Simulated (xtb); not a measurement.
thallium atom (Tl), doublet (GFN-xTB shapes and energies of metal compounds can be far from the true ones). Base run: xtb 6.7.1 with GFN0-xTB.

xtb was given this input:
```
$ xtb mol.xyz --gfn 0 --uhf 1 --json

# file mol.xyz
1

Tl     0.00000000     0.00000000     0.00000000
```

Variants of this job, named by their change:

```csv
change,ΔE vs base (mEh)
base,0.000
acc = 0.1,0.000
acc = 30,0.000
file = coord,0.000
```
